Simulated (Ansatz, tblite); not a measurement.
Potential energy curve for OB (cation, charge +1), lowest triplet found (which spin is the ground state isn't settled by this scan).

- GFN2-xTB, 300 K electronic temperature (tblite)
- FCI = full CI/cc-pVDZ, frozen core (Ansatz, a program for electronic structure)

Energies relative to the lowest point of each curve between 1.07 and 1.62 Å, where full CI is lowest, in eV:

```csv
R / Å,GFN2-xTB
1.07,1.144
1.17,0.074
1.24,0.000
1.31,0.162
1.36,0.406
1.43,0.856
1.47,1.148
1.52,1.535
1.55,1.774
1.62,2.344
1.69,2.916
1.78,3.639
```

Question: Predict the corresponding FCI column.

Answer: 1.07: 2.808; 1.17: 0.808; 1.24: 0.203; 1.31: 0.000; 1.36: 0.020; 1.43: 0.198; 1.47: 0.351; 1.52: 0.574; 1.55: 0.717; 1.62: 1.061; 1.69: 1.391; 1.78: 1.760 (eV).

The scan ran from 1.07 to 5.14 Å; beyond the distances shown full CI changes its symmetry label.
